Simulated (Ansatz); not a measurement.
One change: `C[N](C)[Cd][F]` becomes `C[N](C)[Zn][F]`.

Ansatz, PBE0-D4/def2-TZVP geometries, multiplicity 1. Each molecule was computed in one conformer, which needn't be the lowest.

Elements past krypton have def2 core potentials. Scalar relativity is left out up to krypton.

| property | `C[N](C)[Cd][F]` |
| --- | --- |
| HOMO–LUMO gap (PBE/def2-TZVPP) / eV | 2.68 |
| LUMO energy (PBE/def2-TZVPP) / eV | -2.25 |
| HOMO energy (PBE0/def2-TZVPP) / eV | -6.14 |
| HOMO energy (B3LYP/def2-TZVPP) / eV | -5.98 |
| zero-point energy (PBE0-D4/def2-TZVP) / kJ/mol | 217.2 |
| LUMO energy (PBE0/def2-TZVPP) / eV | -1.36 |

Give the same properties after the change, and the shifts. (Estimate.)

The calculation gave: 
| property | `C[N](C)[Zn][F]` | shift |
| --- | --- | --- |
| HOMO–LUMO gap (PBE/def2-TZVPP) / eV | 3.03 | 0.35 |
| LUMO energy (PBE/def2-TZVPP) / eV | -1.84 | 0.41 |
| HOMO energy (PBE0/def2-TZVPP) / eV | -6.11 | 0.03 |
| HOMO energy (B3LYP/def2-TZVPP) / eV | -5.94 | 0.04 |
| zero-point energy (PBE0-D4/def2-TZVP) / kJ/mol | 218.1 | 0.9 |
| LUMO energy (PBE0/def2-TZVPP) / eV | -0.91 | 0.45 |

Positive LUMOs are unbound, so they and the gaps depend on the basis.

B3LYP here is the variant with VWN-RPA as its local correlation; programs differ in this.
